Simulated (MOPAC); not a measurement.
MOPAC input (PM6):

```
PM6 PRECISE GNORM=0.05 LET XYZ CHARGE=-1 GEO-OK AUX(PRECISION=9) THREADS=1
C2H9OSi2

C     1.93008300 1    1.09352600 1   -0.25162800 1
Si    1.51375800 1   -0.48076900 1    0.38589800 1
O    -0.12092000 1   -1.03761300 1    0.26058800 1
Si   -1.34764900 1   -0.30181600 1   -0.50019000 1
C    -1.88098100 1    1.33441100 1    0.25710600 1
H     1.80568800 1    2.00708000 1    0.32334200 1
H     2.20628600 1    1.24578000 1   -1.29085600 1
H     1.70535600 1   -0.62717000 1    1.86874000 1
H     2.22719000 1   -1.62390500 1   -0.27733500 1
H    -1.12373600 1   -0.08142200 1   -1.95862100 1
H    -2.52864700 1   -1.22277800 1   -0.42080700 1
H    -1.07464800 1    2.05918700 1    0.13751700 1
H    -2.08213100 1    1.21836700 1    1.32530600 1
H    -2.78814300 1    1.71432900 1   -0.22478000 1
```

From the output:

```
                                                       MOPAC v23.2.5 Linux

          FINAL HEAT OF FORMATION =       -133.15184 KCAL/MOL =    -557.10730 KJ/MOL

          COSMO AREA              =        158.15 SQUARE ANGSTROMS
          COSMO VOLUME            =        155.08 CUBIC ANGSTROMS

          GRADIENT NORM           =          0.03998          =       0.01068 PER ATOM
          IONIZATION POTENTIAL    =          2.901675 EV
          HOMO LUMO ENERGIES (EV) =         -2.902  3.920
          NO. OF FILLED LEVELS    =         16
          MOLECULAR WEIGHT        =        105.2635         POINT GROUP:  Cs

          MOLECULAR DIMENSIONS (Angstroms)

            Atom       Atom       Distance
            H    14    H     7     6.16860
            H    12    H     8     4.17434
            H     6    H    10     3.75241

          SCF CALCULATIONS        =        133

   ATOM   CHEMICAL          X               Y               Z
  NUMBER   SYMBOL      (ANGSTROMS)     (ANGSTROMS)     (ANGSTROMS)

     1       C          2.48159126  *   1.01081601  *   0.24874953  *
     2      Si          1.66985331  *  -0.47947183  *   0.11540207  *
     3       O         -0.05544243  *  -0.55841769  *  -0.05710861  *
     4      Si         -1.61647642  *  -0.39590342  *  -0.19686771  *
     5       C         -2.23950137  *   1.34779374  *  -0.08026609  *
     6       H          2.64771653  *   1.52136630  *   1.17834773  *
     7       H          2.82141455  *   1.58496110  *  -0.59232237  *
     8       H          1.81815412  *  -1.33980382  *   1.29741642  *
     9       H          2.05137683  *  -1.25520505  *  -1.07283468  *
    10       H         -2.01015553  *  -0.95117703  *  -1.48191236  *
    11       H         -2.24158981  *  -1.18950431  *   0.84915197  *
    12       H         -1.77787128  *   1.97088193  *  -0.86071410  *
    13       H         -1.96309619  *   1.79035097  *   0.88797723  *
    14       H         -3.33073443  *   1.37752040  *  -0.19282171  *

                             CARTESIAN COORDINATES

   1    C        2.481591263     1.010816013     0.248749532
   2   Si        1.669853308    -0.479471832     0.115402067
   3    O       -0.055442429    -0.558417695    -0.057108613
   4   Si       -1.616476419    -0.395903420    -0.196867709
   5    C       -2.239501373     1.347793736    -0.080266087
   6    H        2.647716532     1.521366304     1.178347731
   7    H        2.821414552     1.584961096    -0.592322370
   8    H        1.818154117    -1.339803821     1.297416415
   9    H        2.051376831    -1.255205047    -1.072834681
  10    H       -2.010155534    -0.951177034    -1.481912359
  11    H       -2.241589813    -1.189504313     0.849151972
  12    H       -1.777871285     1.970881934    -0.860714099
  13    H       -1.963096186     1.790350974     0.887977231
  14    H       -3.330734433     1.377520403    -0.192821707

           Empirical Formula: C2 H9 O Si2  =    14 atoms

      MOLECULAR POINT GROUP   :   Cs

                  EIGENVALUES
 -24.98168 -21.48359 -17.74522 -14.96513 -12.08120 -10.78354 -10.64543  -9.97376
  -9.80228  -9.34085  -8.27512  -7.21640  -7.21071  -5.90184  -5.57149  -2.90167
   3.92019   4.36201   5.00002   5.51949   5.65995   5.66601   6.41065   6.55254
   6.79975   7.16892   7.52153   8.10403   8.40925   8.54302   9.18819   9.26675
   9.46861   9.68140   9.87402  10.34897  10.77758  12.11990  12.85158

              NET ATOMIC CHARGES AND DIPOLE CONTRIBUTIONS

  ATOM NO.   TYPE          CHARGE      No. of ELECS.   s-Pop       p-Pop       d-Pop
    1          C          -0.781861        4.7819     1.08093     3.70093
    2         Si          -0.107763        4.1078     1.15677     1.90037     1.05062
    3          O          -0.430528        6.4305     1.59826     4.83227
    4         Si           0.199612        3.8004     1.10610     1.56731     1.12698
    5          C          -0.719741        4.7197     1.07827     3.64147
    6          H           0.141870        0.8581     0.85813
    7          H           0.141925        0.8581     0.85808
    8          H           0.008093        0.9919     0.99191
    9          H           0.008213        0.9918     0.99179
   10          H           0.006435        0.9936     0.99356
   11          H           0.006302        0.9937     0.99370
   12          H           0.181995        0.8180     0.81800
   13          H           0.181185        0.8188     0.81881
   14          H           0.164262        0.8357     0.83574
 DIPOLE           X         Y         Z       TOTAL
 POINT-CHG.    -5.949    -1.190    -0.585     6.095
 HYBRID        -0.714     1.860     0.079     1.994
 SUM           -6.663     0.671    -0.506     6.716

          ATOMIC ORBITAL ELECTRON POPULATIONS

     Atom    s        px        py        pz      x^2-y^2     xz        z^2       yz        xy
    1  C   1.08093   1.37530   1.21969   1.10594
    2 Si   1.15677   0.53875   0.65951   0.70211   0.33146   0.09992   0.14305   0.28452   0.19167
    3  O   1.59826   1.46440   1.67965   1.68821
    4 Si   1.10610   0.34659   0.54334   0.67737   0.20527   0.29058   0.17028   0.19545   0.26541
    5  C   1.07827   1.15338   1.31207   1.17601
    6  H   0.85813
    7  H   0.85808
    8  H   0.99191
    9  H   0.99179
   10  H   0.99356
   11  H   0.99370
   12  H   0.81800
   13  H   0.81881
   14  H   0.83574

 **********************
 *                    *
 * JOB ENDED NORMALLY *
 *                    *
 **********************

 == MOPAC DONE ==
```

The dipole moment of an ion depends on the origin.

The geometry given is a B3LYP-D3(BJ)/def2-TZVP minimum.
